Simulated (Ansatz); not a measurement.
Total energies of GaH$_{7}$O$_{3}$Si$_{2}$, SMILES `[OH][Ga]([O][SiH3])[O][SiH3]`.

Cartesian coordinates in Å:
```
O -2.979 -0.692 -1.229
Ga -1.378 -0.314 -0.596
O -0.146 0.276 -1.703
Si 1.440 0.672 -1.690
O -1.036 -0.530 1.126
Si 0.187 -0.261 2.178
H -3.581 -1.002 -0.548
H 2.194 -0.188 -0.734
H 1.990 0.475 -3.054
H 1.620 2.092 -1.287
H -0.388 -0.074 3.535
H 1.124 -1.416 2.199
H 0.952 0.962 1.803
```

The species carries charge 0 and has multiplicity 1. Correlated methods include outer-core shells of Ga, which these sets cover unevenly. Scalar relativity is left out up to krypton. The structure was optimised at the PBE0-D4/def2-TZVP level. It is one conformer, not always the lowest. Basis def2-TZVPP, the Gaussian-basis code of Ansatz.

RPA on PBE orbitals: Hartree–Fock energy of these orbitals -2729.98888 Eh, correlation -1.90779 Eh (frozen core).

| functional | energy without D4 (Eh) | D4 term (kJ/mol) |
| --- | --- | --- |
| LDA (SPW92) | -2727.00293 | – |
| PBE | -2733.15961 | -32.8 |
| revPBE | -2733.65460 | -84.7 |
| PBE0 | -2733.26197 | -28.4 |
| B3LYP | -2734.10848 | -52.8 |
| r2SCANh | -2733.81014 | -9.1 |
| HSE06 (plane-wave form) | -2733.23804 | -26.9 |
| BHLYP | -2733.88277 | -45.0 |
| LC-ωPBE | -2733.44873 | – |
| ωB97X-V | -2733.66920 | – |

**Question.** Give the same for BLYP, r2SCAN, B97M-V, r2SCAN0, CAM-B3LYP, ωB97M-V, B2PLYP, PBE-QIDH. (Best estimate.)

**Answer.** Computed: 
| functional | energy without D4 (Eh) | D4 term (kJ/mol) |
| --- | --- | --- |
| BLYP | -2734.02814 | -68.9 |
| r2SCAN | -2733.83808 | -8.4 |
| B97M-V | -2733.42302 | – |
| r2SCAN0 | -2733.77052 | -10.1 |
| CAM-B3LYP | -2734.07758 | -29.5 |
| ωB97M-V | -2733.79133 | – |
| B2PLYP | -2733.26777 | – |
| PBE-QIDH | -2732.74009 | – |

B3LYP takes the VWN-RPA correlation (the form of Gaussian; ORCA's B3LYP/G). HSE06 is the plane-wave form, built on full-range PBE exchange. The double hybrids freeze the cores in their second-order part.

LC-ωPBE has ω = 0.4 bohr⁻¹.
